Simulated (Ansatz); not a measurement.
Job for Ansatz (a quantum-chemistry and plane-wave program): R-PBE0/def2-TZVPP on ClHOPb (SMILES [OH][Pb][Cl]), a point of a torsion scan. Elements past Kr take the def2 small-core potentials; no spin–orbit coupling.

Ansatz 0.2 input:
```yaml
crystal:
  periodic: [false, false, false]
  atoms:
    - {symbol: O, position_ang: [-1.26967281, 0.11618425, -0.06192772]}
    - {symbol: Pb, position_ang: [0.44427486, 1.11463603, -0.72599780]}
    - {symbol: Cl, position_ang: [2.24577037, -0.14218578, 0.43982581]}
    - {symbol: H, position_ang: [-1.35523891, -0.62536138, 0.53022149]}
basis:
  gaussian:
    orbitals: def2-TZVPP
hamiltonian:
  xc: {name: PBE0}
scf: {lower_state_search: off}
```

The head of its log:

```
WARN ansatz: RAYON_NUM_THREADS=1 ignored (pool sized by the plan → 1); use --threads N
Functional definition: PBE0
these checks for a lower state are left out or cut short: stability, starts, cluster_reference, orbital_swaps, neighbouring_geometries, increment
integrals: 0.05 GiB planned
965 factors; their error is unknown
mean field: 0.48 GiB planned
mean field evaluation 1: about -19823.9378 eV, gradient 6.4e1 eV
mean field evaluation 2: about -19734.1823 eV, gradient 1.8e2 eV
```

Predict the final total energy.

-728.7971 hartree.
